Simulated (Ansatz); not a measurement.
B(THF)H3 (C4H11BO). Charge 0, multiplicity 3. Geometry PBE-D4/def2-SVP, that of the neutral singlet; atoms count from 1.

Cartesian coordinates in Å:
```
B 0.415 -0.657 -2.098
O 0.221 0.197 -0.727
C 1.140 -0.081 0.367
C 0.454 0.547 1.569
C -1.021 0.204 1.300
C -1.145 0.345 -0.219
H 2.115 0.359 0.086
H 1.250 -1.183 0.461
H 0.828 0.139 2.528
H 0.613 1.646 1.577
H -1.229 -0.841 1.607
H -1.729 0.862 1.841
H -1.767 -0.437 -0.696
H -1.497 1.344 -0.547
H 1.610 -0.529 -2.355
H -0.338 -0.106 -2.896
H 0.081 -1.809 -1.796
```

At PBE0-D4/def2-TZVP a singlet of charge 0 lies 7.08 eV below the triplet at the same geometry.

Q: Estimate the Mulliken populations from the PBE0/def2-TZVP orbitals of Ansatz.

A: 
| atom | charge (e) | spin (α − β) |
| --- | --- | --- |
| B1 | -0.88 | 0.96 |
| O2 | 0.20 | 0.17 |
| C3 | 0.04 | -0.11 |
| C4 | -0.09 | -0.10 |
| C5 | -0.05 | -0.14 |
| C6 | -0.08 | 0.04 |
| H7 | 0.09 | 0.08 |
| H8 | 0.03 | 0.16 |
| H9 | 0.06 | 0.09 |
| H10 | 0.08 | 0.05 |
| H11 | 0.04 | 0.09 |
| H12 | 0.07 | 0.08 |
| H13 | 0.11 | 0.07 |
| H14 | 0.07 | 0.10 |
| H15 | 0.06 | 0.05 |
| H16 | 0.08 | 0.07 |
| H17 | 0.20 | 0.34 |
Mulliken values depend strongly on the basis.

Q: Where does the spin sit?

A: Summed by element: B 0.96, O 0.17, C -0.32, H 1.19, of 2 unpaired in all. Largest on single atoms: B1 0.96, H17 0.34, O2 0.17.

Q: And the Mayer bond orders between heavy atoms (over 0.3)?

A: B1–O2 0.56 (1.63 Å); O2–C3 0.88 (1.46 Å); O2–C6 0.81 (1.47 Å); C3–C4 1.06 (1.52 Å); C4–C5 1.04 (1.54 Å); C5–C6 1.04 (1.53 Å).
